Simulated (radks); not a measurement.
Problem. Ce XXVIII, configuration [Ar] 3d10 4s2 4p1 (the NIST ground configuration). Calculated with a radial shooting solver on a logarithmic mesh with Libxc functionals: scalar-relativistic Kohn-Sham, LB94 model potential, spin-polarised, spherical densities, finite nucleus; open shells are filled with parallel spins first (spin-orbit coupling, left out, can overturn this in heavy ions); Fermi nuclear charge, rms radius 4.8771 fm. Some entries of the table are withheld. Estimate them.

| orbital | occ. | eigenvalue (hartree) | <r> (bohr) |
|---|---|---|---|
| 1s up | 1 | -1520.014 | 0.02454 |
| 1s down | 1 | -1520.014 | 0.02454 |
| 2s up | 1 | -271.7548 | 0.1048 |
| 2s down | 1 | -271.7415 | 0.1048 |
| 2p up | 3 | -247.2098 | 0.09194 |
| 2p down | 3 | -247.1885 | 0.09194 |
| 3s up | 1 | -82.99708 | 0.2750 |
| 3s down | 1 | -82.99336 | 0.2751 |
| 3p up | 3 | -75.15246 | 0.2719 |
| 3p down | 3 | -75.14931 | 0.2721 |
| 3d up | 5 | -64.18212 | 0.2471 |
| 3d down | 5 | -64.17884 | 0.2472 |
| 4s up | 1 | -37.95662 | (1) |
| 4s down | 1 | -37.93803 | (2) |
| 4p up | 1 | -35.06160 | 0.5806 |
| 4p down | 0 | -35.03587 | 0.5791 |

Solution. 
(1) 4s up <r> (bohr): 0.5670
(2) 4s down <r> (bohr): 0.5655
